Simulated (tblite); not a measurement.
Species: C4H4N2O2S.
Atom-mapped SMILES: `[CH3:1][O:2][C:3](=[O:4])[c:5]1[n:6][n:7][cH:8][s:9]1` (hydrogens: H10, H11, H12 on C1; H13 on C8)

Structure optimised with GFN2-xTB, isolated species.

(1) What internal coordinates does the optimisation give?

## Answers

(1) 
| bond | length (bohr) | order |
| --- | --- | --- |
| C1–O2 | 2.687 | single |
| O2–C3 | 2.507 | single |
| C3=O4 | 2.278 | double |
| C3–C5 | 2.789 | single |
| C5–N6 | 2.440 | aromatic |
| N6–N7 | 2.481 | aromatic |
| N7–C8 | 2.435 | aromatic |
| C8–S9 | 3.268 | aromatic |
| C5–S9 | 3.306 | aromatic |
| C1–H10, C1–H11, C1–H12 | 2.060 | single |
| C8–H13 | 2.025 | single |

Bonds in one row agree within 0.02 bohr and their mean is given. Orders are formal, as drawn. A selection of angles:
| angle | degrees |
| --- | --- |
| C1–O2–C3 | 116.0 |
| O2–C3–O4 | 125.1 |
| O2–C3–C5 | 111.6 |
| O4–C3–C5 | 123.2 |
| C3–C5–N6 | 126.4 |
| C3–C5–S9 | 120.3 |
| N6–C5–S9 | 113.3 |
| C5–N6–N7 | 113.9 |
| N6–N7–C8 | 113.5 |
| N7–C8–S9 | 114.4 |
| C5–S9–C8 | 85.0 |

Dihedral angles: C1–O2–C3–O4 0° (synperiplanar); O2–C3–C5–N6 0° (synperiplanar).

S9 (thiophene-type sulfur) is bent (angle 85.0°). The 5-membered ring C5–N6–N7–C8–S9 has internal angles of 85.0° to 114.4° (sum 540°, against 540° for a flat polygon); it is planar, 0.00 Å rms from its mean plane, widest ring torsion 0°. The 3 C–O bonds span 1.205 Å (C3=O4, drawn double) to 1.422 Å (C1–O2, drawn single), a spread of 0.217 Å. Of the pairs four or more bonds apart, O4···H11 is among the closest relative to their van der Waals radii: 2.65 Å, 98 % of the sum of Bondi's values. The 9 heavy atoms lie in one plane (0.002 Å rms). O2 (ester single-bonded oxygen) is bent (angle 116.0°).

Point group: Cs (every atom within 0.08 Å of its image). Its GFN2-xTB frequencies are all real (lowest 37 cm⁻¹). One conformer, not necessarily the lowest. 2 starts were optimised and ended at 0.00 and 0.62 kcal/mol (GFN2-xTB); the lowest of these is shown.

The numbers are calculated, not measured.
